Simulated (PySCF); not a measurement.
PySCF input for C2H8GeO, SMILES [OH][GeH]([CH3])[CH3], PBE-D3(BJ)/def2-SVP. Coordinates come from a PBE-D3(BJ)/def2-SVP optimisation. The values are those of a single conformer.

```python
import numpy as np
from pyscf import gto, scf, dft, df
from pyscf.hessian import thermo

mol = gto.M(
    atom='''
    Ge   -0.27457923   -0.04028808    0.00000000
    C     0.33340483    0.89886516    1.61809431
    C     0.33340483    0.89886516   -1.61809431
    O     0.32420081   -1.75145092    0.00000000
    H    -1.81426063   -0.23049078    0.00000001
    H     1.43707092    1.00160082    1.62212790
    H     0.02587754    0.34375161    2.52543100
    H    -0.10898137    1.91475130    1.65759855
    H     0.02587753    0.34375160   -2.52543101
    H     1.43707091    1.00160081   -1.62212790
    H    -0.10898137    1.91475129   -1.65759856
    H     1.29839757   -1.77527261    0.00000000
    ''',
    basis='def2-SVP',
    charge=0,
    spin=0,
    max_memory=1600,
    verbose=3,
)
mf = dft.RKS(mol, xc='pbe').density_fit(auxbasis='def2-universal-jkfit')
mf.disp = 'd3bj'
mf.grids.level = 3
mf.conv_tol = 1e-11
mf.max_cycle = 100
mf.kernel()

# [left out here: the lines that compute and print the analytic Hessian (its translational invariance restored by hand, since the grid's response is missing), thermochemistry and intensities]
```

Output:

```
[...]
       3   O                -0.04  0.16  0.00   -0.06  0.14 -0.00   -0.00  0.00  0.03
       4   H                -0.06  0.46 -0.00    0.08 -0.58  0.00    0.00 -0.00  0.06
       5   H                 0.01  0.11  0.12   -0.01 -0.11 -0.12    0.00  0.20  0.02
       6   H                -0.03  0.06  0.04    0.06 -0.04  0.00    0.05  0.28  0.26
       7   H                -0.09 -0.05 -0.11    0.11  0.07  0.15   -0.13 -0.11 -0.40
       8   H                -0.03  0.06 -0.04    0.06 -0.04 -0.00   -0.05 -0.28  0.26
       9   H                 0.01  0.11 -0.12   -0.01 -0.11  0.12   -0.00 -0.20  0.02
      10   H                -0.09 -0.05  0.11    0.11  0.07 -0.15    0.13  0.11 -0.40
      11   H                -0.04  0.25 -0.00   -0.08 -0.22  0.00   -0.00 -0.00 -0.03
Mode                                12                  13                  14
Irrep
Freq [cm^-1]                      806.4425            812.3391            816.2085
Reduced mass [au]                   1.3123              1.1705              1.2309
Force const [Dyne/A]                0.5028              0.4551              0.4832
Char temp [K]                    1160.2911           1168.7752           1174.3424
Normal mode                   x     y     z       x     y     z       x     y     z
       0  Ge                 0.01  0.02 -0.00   -0.00  0.00  0.01    0.02 -0.01  0.00
       1   C                -0.03 -0.07  0.06    0.07  0.01 -0.02   -0.08  0.03  0.01
       2   C                -0.03 -0.07 -0.06   -0.07 -0.01 -0.02   -0.08  0.03 -0.01
       3   O                 0.00  0.00 -0.00   -0.00  0.00 -0.00    0.01 -0.01  0.00
       4   H                 0.01 -0.08  0.00    0.00 -0.00 -0.63   -0.06  0.54 -0.00
       5   H                -0.04  0.04 -0.25    0.05  0.15  0.32   -0.04 -0.22 -0.29
       6   H                 0.16  0.28  0.33   -0.17 -0.08 -0.15    0.15 -0.04  0.04
       7   H                -0.00 -0.04 -0.30   -0.15 -0.09 -0.07    0.18  0.13  0.21
       8   H                 0.16  0.28 -0.33    0.17  0.08 -0.15    0.15 -0.04 -0.04
       9   H                -0.04  0.04  0.25   -0.05 -0.15  0.32   -0.04 -0.22  0.29
      10   H                -0.00 -0.04  0.30    0.15  0.09 -0.07    0.18  0.13 -0.21
      11   H                -0.00 -0.05  0.00   -0.00 -0.00 -0.02    0.01  0.06 -0.00
Mode                                15                  16                  17
Irrep
Freq [cm^-1]                      899.7360           1198.0705           1203.7228
Reduced mass [au]                   1.1085              1.2413              1.2198
Force const [Dyne/A]                0.5287              1.0498              1.0414
Char temp [K]                    1294.5197           1723.7567           1731.8891
Normal mode                   x     y     z       x     y     z       x     y     z
       0  Ge                 0.01 -0.00  0.00   -0.00 -0.00 -0.00   -0.00 -0.00  0.00
       1   C                -0.01  0.00  0.00    0.03  0.04  0.08    0.03  0.04  0.07
       2   C                -0.01  0.00 -0.00   -0.03 -0.04  0.08    0.03  0.04 -0.07
       3   O                -0.06 -0.04  0.00   -0.00  0.00  0.00   -0.00  0.00  0.00
       4   H                 0.04 -0.29 -0.00   -0.00  0.00  0.03   -0.02  0.01 -0.00
       5   H                -0.01 -0.02 -0.04    0.03 -0.17 -0.32    0.04 -0.18 -0.31
       6   H                 0.02 -0.01  0.01   -0.15 -0.27 -0.19   -0.15 -0.27 -0.20
       7   H                 0.03  0.02  0.02   -0.17 -0.04 -0.32   -0.18 -0.04 -0.32
       8   H                 0.02 -0.01 -0.01    0.15  0.27 -0.19   -0.15 -0.27  0.20
       9   H                -0.01 -0.02  0.04   -0.03  0.17 -0.32    0.04 -0.18  0.31
      10   H                 0.03  0.02 -0.02    0.17  0.04 -0.32   -0.18 -0.04  0.32
      11   H                -0.01  0.90 -0.00   -0.00 -0.00  0.01   -0.00  0.00 -0.00
Mode                                18                  19                  20
Irrep
Freq [cm^-1]                     1378.9386           1380.1930           1385.4284
Reduced mass [au]                   1.0514              1.0533              1.0474
Force const [Dyne/A]                1.1779              1.1821              1.1845
Char temp [K]                    1983.9856           1985.7904           1993.3230
Normal mode                   x     y     z       x     y     z       x     y     z
       0  Ge                 0.00  0.00  0.00    0.00 -0.00 -0.00   -0.00 -0.00  0.00
       1   C                -0.03 -0.02  0.02   -0.02  0.03 -0.01   -0.02 -0.03  0.02
       2   C                 0.03  0.02  0.02    0.02 -0.03 -0.01   -0.02 -0.03 -0.02
       3   O                -0.00 -0.00 -0.00   -0.00 -0.00  0.00    0.00  0.00 -0.00
       4   H                 0.00 -0.00 -0.02   -0.00  0.00  0.00    0.00  0.01 -0.00
       5   H                -0.06  0.32  0.07    0.01 -0.32  0.32   -0.06  0.41 -0.05
       6   H                 0.12 -0.29 -0.10    0.44 -0.13  0.05   -0.05 -0.23 -0.12
       7   H                 0.40  0.18 -0.25   -0.12 -0.01 -0.21    0.41  0.18 -0.16
       8   H                -0.12  0.29 -0.10   -0.44  0.13  0.05   -0.05 -0.23  0.12
       9   H                 0.06 -0.32  0.07   -0.01  0.32  0.32   -0.06  0.41  0.05
      10   H                -0.40 -0.18 -0.25    0.12  0.01 -0.21    0.41  0.18  0.16
      11   H                -0.00  0.00 -0.00   -0.00 -0.00  0.01    0.00 -0.02 -0.00
Mode                                21                  22                  23
Irrep
Freq [cm^-1]                     1391.5736           2085.7509           2978.6823
Reduced mass [au]                   1.0481              1.0204              1.0339
Force const [Dyne/A]                1.1958              2.6155              5.4047
Char temp [K]                    2002.1645           3000.9312           4285.6606
Normal mode                   x     y     z       x     y     z       x     y     z
       0  Ge                 0.00 -0.00  0.00   -0.01 -0.00 -0.00    0.00  0.00 -0.00
       1   C                 0.03 -0.02  0.00   -0.00  0.00  0.00    0.01  0.02  0.03
       2   C                 0.03 -0.02 -0.00   -0.00  0.00 -0.00   -0.01 -0.02  0.03
       3   O                -0.00 -0.00 -0.00   -0.00  0.00 -0.00   -0.00 -0.00  0.00
       4   H                -0.00  0.02 -0.00    0.98  0.13 -0.00   -0.00 -0.00  0.00
       5   H                 0.01  0.18 -0.33   -0.00 -0.01 -0.01   -0.41 -0.03  0.01
       6   H                -0.45  0.22 -0.01   -0.00 -0.00  0.00    0.11  0.19 -0.29
       7   H                -0.02 -0.05  0.29   -0.00  0.00 -0.00    0.17 -0.38 -0.01
       8   H                -0.45  0.22  0.01   -0.00 -0.00 -0.00   -0.11 -0.19 -0.29
       9   H                 0.01  0.18  0.33   -0.00 -0.01  0.01    0.42  0.03  0.01
      10   H                -0.02 -0.05 -0.29   -0.00  0.00  0.00   -0.17  0.38 -0.01
      11   H                 0.00  0.01 -0.00   -0.00  0.01  0.00    0.00 -0.00  0.00
Mode                                24                  25                  26
Irrep
Freq [cm^-1]                     2979.5223           3079.6008           3080.7734
Reduced mass [au]                   1.0338              1.1030              1.1028
Force const [Dyne/A]                5.4074              6.1631              6.1667
Char temp [K]                    4286.8692           4430.8599           4432.5469
Normal mode                   x     y     z       x     y     z       x     y     z
       0  Ge                 0.00  0.00  0.00   -0.00  0.00  0.00    0.00 -0.00  0.00
       1   C                -0.01 -0.02 -0.03   -0.05  0.03  0.00    0.05 -0.03 -0.00
       2   C                -0.01 -0.02  0.03    0.05 -0.03  0.00    0.05 -0.03  0.00
       3   O                -0.00 -0.00 -0.00    0.00 -0.00 -0.00   -0.00  0.00 -0.00
       4   H                -0.00 -0.00 -0.00    0.00  0.00  0.00   -0.01 -0.00  0.00
       5   H                 0.42  0.03 -0.01    0.47  0.05 -0.00   -0.47 -0.05  0.00
       6   H                -0.11 -0.19  0.30   -0.01  0.00  0.01    0.01 -0.00 -0.00
       7   H                -0.17  0.38  0.01    0.18 -0.44 -0.02   -0.18  0.44  0.02
       8   H                -0.11 -0.19 -0.29    0.01 -0.00  0.01    0.01 -0.00  0.00
       9   H                 0.41  0.03  0.01   -0.47 -0.05 -0.00   -0.47 -0.05 -0.00
      10   H                -0.17  0.38 -0.01   -0.18  0.44 -0.02   -0.18  0.44 -0.02
      11   H                 0.00 -0.00 -0.00    0.00 -0.00 -0.00   -0.00  0.00 -0.00
Mode                                27                  28                  29
Irrep
Freq [cm^-1]                     3093.7105           3093.7483           3733.6285
Reduced mass [au]                   1.1039              1.1036              1.0667
Force const [Dyne/A]                6.2250              6.2233              8.7607
Char temp [K]                    4451.1606           4451.2150           5371.8601
Normal mode                   x     y     z       x     y     z       x     y     z
       0  Ge                 0.00  0.00 -0.00    0.00  0.00  0.00    0.00  0.00  0.00
       1   C                 0.03  0.04 -0.04   -0.03 -0.04  0.04   -0.00  0.00 -0.00
       2   C                 0.02  0.04  0.04    0.03  0.04  0.04   -0.00  0.00  0.00
       3   O                 0.00 -0.00  0.00    0.00 -0.00 -0.00    0.06 -0.00  0.00
       4   H                -0.00 -0.00 -0.00   -0.00 -0.00  0.00   -0.00 -0.00 -0.00
       5   H                -0.26 -0.02 -0.01    0.25  0.02  0.01    0.00 -0.00 -0.00
       6   H                -0.16 -0.29  0.48    0.16  0.28 -0.46   -0.00 -0.00 -0.00
       7   H                 0.11 -0.23 -0.02   -0.10  0.21  0.01    0.00  0.00  0.00
       8   H                -0.15 -0.28 -0.46   -0.16 -0.29 -0.48   -0.00 -0.00  0.00
       9   H                -0.25 -0.02  0.01   -0.26 -0.02  0.01    0.00 -0.00  0.00
      10   H                 0.10 -0.22  0.01    0.10 -0.22  0.01    0.00  0.00 -0.00
      11   H                -0.00  0.00 -0.00   -0.00  0.00  0.00   -0.97  0.04 -0.00
temperature 298.1500 [K]
pressure 101325.00 [Pa]
Rotational constants [GHz] 5.04577 4.79247 3.01001
Symmetry number 1
Zero-point energy (ZPE) 0.09139 [Eh]   239954.489 [J/mol]
                           tot       elec      trans        rot        vib
Entropy [J/mol/K]       357.455      0.000    168.528    108.338     80.589
Cv [J/mol/K]            110.458      0.000     12.472     12.472     85.515
Cp [J/mol/K]            118.772      0.000     20.786     12.472     85.515
Internal energy [J/mol]                      3718.434   3718.434 253164.850
Internal energy [Eh]   -2232.29366  -2232.39291
Enthalpy [J/mol]                             6197.391   3718.434 253164.850
Enthalpy [Eh]          -2232.29271
Gibbs free energy [J/mol]                  -44049.240 -28582.509 229137.247
Gibbs free energy [Eh] -2232.33330
mode   freq/cm-1   IR/(km/mol)
   1      108.39         1.549
   2      117.64         0.107
   3      143.54        60.009
   4      166.10         0.554
   5      195.70         7.293
   6      207.84        51.787
   7      563.75         5.411
   8      574.66        37.598
   9      592.57        18.601
  10      654.50        49.718
  11      676.45        49.716
  12      718.03        35.239
  13      806.44        40.340
  14      812.34        59.215
  15      816.21        51.605
  16      899.74       102.754
  17     1198.07        11.993
  18     1203.72         8.009
  19     1378.94         1.173
  20     1380.19         0.147
  21     1385.43         2.994
  22     1391.57         7.862
  23     2085.75       138.907
  24     2978.68         4.267
  25     2979.52         4.489
  26     3079.60         0.005
  27     3080.77        11.298
  28     3093.71         4.357
  29     3093.75         2.177
  30     3733.63        35.518
max |gradient| / (hartree/bohr): 5.257870995687195e-05
APT charges: [ 1.4223 -0.3433 -0.3433 -0.7459 -0.2798  0.005   0.0126  0.01    0.0126
  0.005   0.01    0.2347]
```

The run converged.
